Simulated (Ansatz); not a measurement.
Cartesian coordinates in Å:
```
C -1.749 0.842 -1.323
O -0.623 0.772 -0.472
Si 0.254 -0.562 -0.187
C 1.130 -1.064 -1.742
N 1.599 -1.383 -2.744
O 1.424 -0.252 0.880
C 1.216 0.107 2.232
H -2.478 0.059 -1.090
H -2.221 1.814 -1.177
H -1.451 0.749 -2.372
H -0.623 -1.684 0.221
H 2.177 0.056 2.744
H 0.827 1.125 2.306
H 0.519 -0.579 2.726
```

Total charge 0; spin multiplicity 1.

Q: List the PBE/def2-TZVPP orbital energies in eV (the Gaussian-basis code of Ansatz). (An estimate is asked.)

A: Ansatz gave: Occupied: -1781.14, -510.92, -510.88, -380.67, -270.63, -270.62, -269.47, -138.73, -95.50, -95.48, -95.44, -26.20, -25.74, -22.52, -17.82, -17.30, -14.52, -12.59, -12.45, -11.80, -11.38, -11.29, -11.19, -9.97, -8.75, -8.57, -8.50, -8.01, -7.88, -7.45, -7.32. Lowest empty: -1.57, -1.43, 0.28, 0.58, 0.92, 1.25, 1.51, 1.82.
